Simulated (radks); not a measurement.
Neutral lithium inside a hard spherical wall (all orbitals vanish at R), configuration held at [He] 2s1 and not refilled when levels cross. Calculated with a radial shooting solver on a logarithmic mesh with Libxc functionals: non-relativistic Kohn-Sham, PBE, spin-polarised, spherical densities, point nucleus; open shells are filled with parallel spins first. Eigenvalues in eV for spin up, with the zero of energy where the potential of the charges vanishes at infinity; a dash marks a level that is unbound or too diffuse for the functional's potential to be trusted. A positive occupied level is held by the wall or, in an anion where self-interaction has pushed it up, behind a barrier. The pressure on the wall is -dE/dV.

R (bohr),E (hartree),kinetic (hartree),e(1s),e(2s),"e(2p, empty)","e(3s, empty)",pressure (GPa)
free,-7.46218,7.416,-51.737,-3.228,-1.348,-,0
20,-7.46218,7.416,-51.737,-3.228,-1.347,-0.026,< 0.0001
7,-7.44624,7.492,-50.743,-2.452,-0.151,7.999,0.635
6,-7.42537,7.564,-50.010,-1.653,0.831,12.884,2.02
4,-7.24551,8.026,-46.773,4.235,6.627,39.934,30.4
3.5,-7.10633,8.335,-45.223,8.511,10.209,56.425,70.0
3,-6.85280,8.861,-43.051,16.109,16.007,83.084,179
2.5,-6.35246,9.841,-39.746,30.701,26.101,129.48,532
2,-5.24219,11.894,-33.790,61.782,45.668,219.17,1970
